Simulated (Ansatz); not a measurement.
Ansatz results at the PBE0-D4/def2-TZVP geometry: size of the dipole moment (ωB97M-V/def2-TZVPP) 0.72 D; HOMO energy (PBE0/def2-TZVPP) -7.17 eV; HOMO energy (ωB97M-V/def2-TZVPP) -9.32 eV.

Each molecule was computed in one conformer, which needn't be the lowest.

Problem. Which molecule gave them?
A. `[SiH3][GeH]1[CH2][NH]1`
B. `F/C=C/[S][AlH2]`
C. `[Cl][Al]1[CH2][O]1`
D. `[CH3][Al]1[S][CH]1F`

Solution. B. The others give `[SiH3][GeH]1[CH2][NH]1`: 1.75, -6.34, -8.46; `[Cl][Al]1[CH2][O]1`: 2.03, -6.85, -9.09; `[CH3][Al]1[S][CH]1F`: 4.01, -6.70, -8.84.
